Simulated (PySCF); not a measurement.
The isolated species `CC[P@@](=O)(P)CSC` is ionised with synchrotron light (hν = 3200.0 eV). Calculated photoelectron kinetic energies of its computed core levels, recoil neglected:

```json
{"line": "1", "kinetic energy (eV)": "3063.52"}
{"line": "2", "kinetic energy (eV)": "3062.62"}
{"line": "3", "kinetic energy (eV)": "3062.38"}
{"line": "4", "kinetic energy (eV)": "3061.49"}
{"line": "5", "kinetic energy (eV)": "2909.27"}
{"line": "6", "kinetic energy (eV)": "2909.02"}
{"line": "7", "kinetic energy (eV)": "2908.91"}
{"line": "8", "kinetic energy (eV)": "2908.81"}
{"line": "9", "kinetic energy (eV)": "2664.06"}
{"line": "10", "kinetic energy (eV)": "1050.00"}
{"line": "11", "kinetic energy (eV)": "1048.44"}
{"line": "12", "kinetic energy (eV)": "722.98"}
```

Computed, not measured: PySCF, delta-SCF UKS SCAN, pcX-2 on the ionised atom, pcseg-1 elsewhere, spin-free X2C.

Convert to binding energies and name the level and atom behind each line. Numbering: `[CH3:1][CH2:2][P@@:3](=[O:4])([PH2:5])[CH2:6][S:7][CH3:8]`.

Against the vacuum level, binding energy = hν − kinetic energy.

```
line  binding energy (eV)    level  atoms                     environment
   1               136.48  P 2p3/2     P5     three-coordinate phosphorus
   2               137.38  P 2p1/2     P5     three-coordinate phosphorus
   3               137.62  P 2p3/2     P3           phosphoryl phosphorus
   4               138.51  P 2p1/2     P3           phosphoryl phosphorus
   5               290.73     C 1s     C2  sp3 carbon bound to phosphorus
   6               290.98     C 1s     C8                 S-methyl carbon
   7               291.09     C 1s     C1                   methyl carbon
   8               291.19     C 1s     C6      sp3 carbon bound to sulfur
   9               535.94     O 1s     O4               phosphoryl oxygen
  10              2150.00     P 1s     P5     three-coordinate phosphorus
  11              2151.56     P 1s     P3           phosphoryl phosphorus
  12              2477.02     S 1s     S7                  sulfide sulfur
```

Where does line 7 move with hν = 1486.6 eV?

To 1486.6 − 291.09 = 1195.51 eV; every photoline shifts by the change in photon energy, -1713.4 eV.

The listed C 1s values span 0.46 eV, from C2 (bonded to C, 2 H and P) to C6 (bonded to S, 2 H and P). The widest gap between neighbouring values is 0.25 eV, between 290.73 and 290.98 eV.

What is the longest wavelength that can ionise C 1s of C2 vertically?

λ = hc/E = 12398.42 eV Å / 290.73 eV = 42.646 Å.

Other core shells, valence and Auger electrons aren't listed. Not every level is listed. The 2p values aren't plain energy differences: one relaxed spin-free 2p hole is combined with a matrix within the shell (ground-state 2p orbital-energy differences and spin–orbit coupling). 2p3/2, the mean of its two sublevels, lies a third of the splitting below the shell's mean and 2p1/2 two thirds above it; the statistical areas are 2:1. 2p1/2 minus 2p3/2 (ligand field included): P 0.89 eV. Isolated species at its PBE0-D3(BJ)/def2-SVP geometry (one conformer only).

Conformer computed: `[CH3:1][CH2:2][P@@:3](=[O:4])([PH2:5])[CH2:6][S:7][CH3:8]`: C1–C2–P3–O4 174°, C2–P3–C6–S7 58°, P3–C6–S7–C8 71°, H–P5–P3–C2 -67°, H–P5–P3–C2 28°.
